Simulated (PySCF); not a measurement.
# Scalar relativity in Cl⁺ (chlorine, charge +1)

[Ne] 3s2 3p4, high-spin 3P determinant; PBE calculated with PySCF 2.14 in dyall-acv3z (19s12p6d4f, 113 functions), once non-relativistic with a point nucleus and once with spin-free X2C-1e and a Gaussian nucleus.

```csv
shell,ε non-rel. (eV),"rms r non-rel. (bohr, spins averaged)"
1s α,-2753.6,0.1060
1s β,-2753.2,0.1060
2s α,-263.79,0.4863
2s β,-263.45,0.4863
2p α,-204.48,0.4546
2p β,-204.00,0.4546
3s α,-32.890,1.609
3s β,-30.366,1.609
3p α,-20.312,1.848
3p β,-18.370,1.848
```

Q: How does scalar relativity move these shells?

A: 1s α: ε -2763.0 eV, radius -0.58 %; 1s β: ε -2762.6 eV, radius -0.58 %; 2s α: ε -265.41 eV, radius -0.47 %; 2s β: ε -265.08 eV, radius -0.47 %; 2p α: ε -204.46 eV, radius -0.14 %; 2p β: ε -203.99 eV, radius -0.14 %; 3s α: ε -33.061 eV, radius -0.36 %; 3s β: ε -30.535 eV, radius -0.36 %; 3p α: ε -20.297 eV, radius -0.02 %; 3p β: ε -18.353 eV, radius -0.02 %.

The total energy goes from -459.4974 to -460.9249 hartree.

Ionisation energy, Cl⁺ [Ne] 3s2 3p4 (3P) → Cl²⁺ [Ne] 3s2 3p3 (4S) (eV):

| method | non-relativistic | spin-free X2C | shift |
| --- | --- | --- | --- |
| UHF | 22.594 | 22.578 | -0.016 |
| LDA | 23.981 | 23.967 | -0.015 |
| PBE | 23.846 | 23.830 | -0.016 |
| PBE0 | 23.841 | 23.825 | -0.016 |
| r2SCAN | 23.808 | 23.794 | -0.013 |
| MP2 (valence) | 23.398 | 23.385 | -0.013 |
| SCS-MP2 (valence) | 23.489 | 23.477 | -0.012 |
| MP2 (valence and next inner shell) | 23.434 | 23.421 | -0.013 |
| SCS-MP2 (valence and next inner shell) | 23.514 | 23.502 | -0.013 |
| CCSD (valence) | 23.509 | 23.497 | -0.013 |
| CCSD(T) (valence) | 23.542 | 23.530 | -0.012 |

Relativity contracts and stabilises s shells directly. The contracted s shells screen the nucleus better, so for spin-averaged p shells the direct and indirect effects partly cancel.
